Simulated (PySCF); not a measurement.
# Ca⁸⁺: ionisation energy

Ca⁸⁺ [Ne] 3s2 (1S) → Ca⁹⁺ [Ne] 3s1 (2S), as a difference of total energies. All numbers are calculated (PySCF 2.14, scalar relativity by spin-free X2C-1e, in an uncontracted even-tempered set (19 s from 0.4 bohr⁻², ratio 2.5; 12 p from 0.52 bohr⁻², ratio 2.5; 5 d from 2.4 bohr⁻², ratio 2.7; 4 f from 3.5 bohr⁻², ratio 2.7)). Correlated levels: outer shells: 1s2 frozen; virtual orbitals above 40 to 60 times the deepest correlated orbital energy dropped. The calculations carry no spin-orbit coupling.

| method | ionisation energy (eV) | difference from reference (eV) |
| --- | --- | --- |
| UHF | 186.25 | -2.29 |
| LDA | 188.56 | +0.02 |
| PBE | 188.55 | +0.01 |
| PBE0 | 188.24 | -0.30 |
| r2SCAN | 187.20 | -1.34 |
| BLYP | 188.61 | +0.07 |
| r2SCANh | 187.24 | -1.30 |
| MP2 (outer shells) | 188.08 | -0.46 |
| SCS-MP2 (outer shells) | 188.26 | -0.28 |

Reference: 188.54 ± 0.06 eV (semi-empirical (NIST evaluation); NIST Atomic Spectra Database, ionization energies).
